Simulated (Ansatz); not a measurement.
Basis-set extrapolation for CH8B2Si (`BC(B)[SiH3]`) (PBE0-D4/def2-TZVP geometry, frozen core, Ansatz). Multiplicity 1, RHF reference.

```tsv
	def2-TZVPP	def2-QZVPP
HF	-380.837966	-380.851664
MP2 correlation	-0.513059	-0.545632
CCSD(T) correlation	-0.592633	not run
```

Energies in hartree. Use E(X) = E(∞) + A·exp(−7.88·√X) for Hartree–Fock and E(X) = E(∞) + B·X^(−2.97) for correlation, with X = 3 and 4, and add CCSD(T) minus MP2 of the smaller set to the MP2 limit.

Question: What is the CCSD(T) energy at the basis-set limit?

Answer: HF limit: -380.851664 + (-0.013698) × 0.13774 = -380.85355. MP2 limit: -0.545632 + (-0.032573) × 0.74074 = -0.56976. Higher-order term: -0.592633 − (-0.513059) = -0.07957. Total: -381.50288 hartree, 45.4 kcal/mol below CCSD(T)/def2-TZVPP.
